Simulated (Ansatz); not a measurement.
`C=CBBr`. Charge 0, multiplicity 1.

```tsv
atom	x (Å)	y (Å)	z (Å)
C1	-0.381	1.254	-0.149
C2	0.182	0.089	-0.491
B3	0.169	-1.079	0.494
Br4	0.963	-2.755	0.035
H5	-0.398	2.113	-0.813
H6	-0.848	1.383	0.823
H7	0.640	-0.004	-1.473
H8	-0.327	-1.001	1.575
```

(1) What are the harmonic wavenumbers in cm⁻¹ at PBE0-D4/def2-TZVP (Ansatz, finite differences of forces, unscaled)? (An estimate is asked.)

(2) Is this a minimum?

(3) Give the ideal-gas thermochemistry at 298.15 K and 1 bar (rigid rotor, harmonic oscillator; point group Cs, symmetry number 1).

(4) Rotational constants (cm⁻¹)?

## Answers

(1) Ansatz gave: 99, 207, 328, 548, 711, 813, 940, 1034, 1053, 1095, 1116, 1317, 1448, 1663, 2658, 3139, 3162, 3228.

(2) Yes, all 18 modes are real.

(3) Zero-point energy 146.9 kJ/mol; H(298) − E = 162.6 kJ/mol; entropy 309.6 J/(mol·K), of which translation 168.4, rotation 106.5, vibration 34.7; G(298) − E = 70.3 kJ/mol. Modes under 100 cm⁻¹ are hindered rotations or soft bends, so the harmonic entropy is rough.

(4) 1.323, 0.0577, 0.05529.
